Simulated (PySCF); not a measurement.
## Spinor energies of Cr³⁺ (chromium, charge +3)

Start: [Ar] 3d3; 3d5/2 filled at m_j = +1/2, +3/2, +5/2. Calculated with PySCF 2.14 in x2c-TZVPall-2c with one added diffuse shell each of s, p, d type (7s8p5d1f, 63 functions): generalised Hartree-Fock with the X2C-1e Hamiltonian and a Gaussian nucleus; one run each with spin-orbit coupling (SO) switched off, then screened by Boettger's factors. This is a chosen level, not necessarily the ground level.

| spinor shell | electrons | ε, spin-free (eV) | ε, screened SO (eV) | weight of nominal j (screened SO) | rms radius, screened SO (bohr) |
| --- | --- | --- | --- | --- | --- |
| 1s1/2 | 2 | -6083.3 | -6083.3 | 1.000 | 0.0734 |
| 2s1/2 | 2 | -765.39 | -765.39 | 1.000 | 0.316 |
| 2p1/2 | 2 | -646.56 | -652.34 | 0.991 | 0.285 |
| 2p3/2 | 4 | -646.56 | -643.75 | 0.995 | 0.288 |
| 3s1/2 | 2 | -131.63 | -131.64 | 1.000 | 0.953 |
| 3p3/2 | 4 | -96.039 | -96.647 | 0.834 | 1.02 |
| 3p1/2 | 2 | -96.039 | -94.860 | 0.667 | 1.02 |
| 3d5/2 | 3 | -50.143 | -50.127 | 0.788 | 1.20 |

```tsv
quantity	spin-free	screened SO
E (hartree)	-1047.76774	-1047.77735
M_J	9/2	9/2
⟨J²⟩	24.754	24.754
⟨L²⟩	12.004	12.011
⟨S²⟩	3.751	3.749
```

Each row is a mean over spinors that exchange with the open shell spreads, by up to 11.671 eV (3p3/2).

Rows whose weight is well below 1 are mixtures of j = l ± 1/2: exchange outweighs spin-orbit coupling there, and the label is only the starting occupation.

Without spin-orbit coupling the j labels of p, d and f shells carry no meaning; the spin-free column gives the mean over the occupied spinors of each nl shell.
